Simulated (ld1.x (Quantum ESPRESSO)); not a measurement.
# Configuration tests for sulfur (TM)

| Property | Result |
| --- | --- |
| Element | S (Z = 16) |
| Generator | ld1.x (Quantum ESPRESSO) 7.5 |
| Type | norm-conserving Troullier–Martins (Kleinman–Bylander form) |
| Functional | PBE |
| Relativity | non-relativistic |
| Frozen core | [Ne] |
| Valence charge | 6 |
| Reference configuration | 3s2 3p4 |
| Partial waves | 3s (bound): rc 1.00 bohr; 3p (bound): rc 1.35 bohr; 3d channel at 0.1 Ry: rc 1.30 bohr |
| Local potential | the d channel |
| Core correction | a·sin(br)/r model core inside 0.65 bohr |

Energies are relative to the spin-unpolarised reference configuration 3s2 3p4; without spin polarisation the order of configurations can differ from experiment.

Problem. Give the all-electron excitation energy and the error of the potential for: 3s2 3p3; 3s2 3p2; 3s2 3p1; 3s2 3p0; 3s2 3p4.3; 3s2 3p3.5; 3s1 3p5.

Solution.

| valence configuration | charge | ΔE all-electron (eV) | error AE − PS (meV) |
| --- | --- | --- | --- |
| 3s2 3p3 | +1 | 11.782 | +9.2 |
| 3s2 3p2 | +2 | 34.078 | +65 |
| 3s2 3p1 | +3 | 68.128 | +235 |
| 3s2 3p0 | +4 | 114.928 | +648 |
| 3s2 3p4.3 | -0.3 | -1.713 | +0.3 |
| 3s2 3p3.5 | +0.5 | 4.667 | +1.7 |
| 3s1 3p5 | 0 | 10.183 | -1.4 |
